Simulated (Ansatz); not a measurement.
`C[SiH](Cl)[SiH2]O` + H₂ → `O[SiH2][SiH2]Cl` + CH₄  (hydrogenolysis of the Si–C bond)

Computed with Ansatz on PBE0-D4/def2-TZVP structures; ΔE is electronic, products minus reactants. CBS: MP2 limit from def2 TZ/QZ plus the TZ coupled-cluster correction, frozen cores. This one scheme is used for every species. DFT in def2-TZVPP. Each species was taken in one conformer, which may not be the lowest.

`C[SiH](Cl)[SiH2]O`:

Z-matrix (Å, degrees):
```
C
Si 1 1.863
H 1 1.094 2 109.8
H 1 1.092 2 110.7 3 119.8
H 1 1.092 2 110.8 3 -119.6
Cl 2 2.087 1 108.3 3 -177.8
Si 2 2.348 1 114.8 3 68.3
H 2 1.487 1 110.5 3 -61.6
O 7 1.652 2 108.1 1 74.3
H 7 1.491 2 109.2 1 -163.5
H 7 1.485 2 112.6 1 -42.8
H 9 0.960 7 115.8 2 44.3
```

H₂:

```xyz
2

H    -0.243   -0.048   -0.279
H     0.243    0.048    0.279
```

`O[SiH2][SiH2]Cl`:

```xyz
9

O    -1.047   -0.896    1.463
Si   -0.374    0.507    0.916
Si    0.443    0.144   -1.256
Cl    1.354   -1.721   -1.147
H    -0.552   -1.701    1.297
H    -1.443    1.536    0.951
H     0.761    0.957    1.770
H    -0.613    0.051   -2.296
H     1.470    1.122   -1.697
```

CH₄:

Cartesian coordinates in Å:
```
C 0.000 0.000 0.000
H 0.658 -0.346 0.796
H 0.389 0.930 -0.414
H -0.998 0.171 0.402
H -0.049 -0.755 -0.784
```

```
             level  ΔE (kJ/mol)  difference from CCSD(T)/CBS
            PBE-D4        -15.6                          2.8
            B2PLYP        -25.7                         -7.3
               PBE        -22.2                         -3.8
            r2SCAN        -18.6                         -0.2
              PBE0        -24.3                         -5.9
   CCSD/def2-TZVPP        -25.2                         -6.8
CCSD(T)/def2-TZVPP        -20.7                         -2.3
    MP2/def2-QZVPP        -13.4                          5.0
SCS-MP2/def2-QZVPP        -20.3                         -1.9
     MP2/CBS(def2)        -12.4                          6.0
       CCSD(T)/CBS        -18.4                            0
```

Largest T1 diagnostic among the species: 0.011.

The D4 term adds +10.4 kJ/mol with B3LYP and +5.9 kJ/mol with PBE0; it sums over pairs of atoms, weighted by their polarisabilities, and B3LYP, whose exchange is more repulsive, gets the larger term. In def2-TZVPP, CCSD(T) changes the Hartree–Fock value by +23.0 kJ/mol (the triples alone add +4.4 kJ/mol) and MP2 by +29.0 kJ/mol.

B3LYP here is the variant with VWN-RPA as its local correlation; programs differ in this.
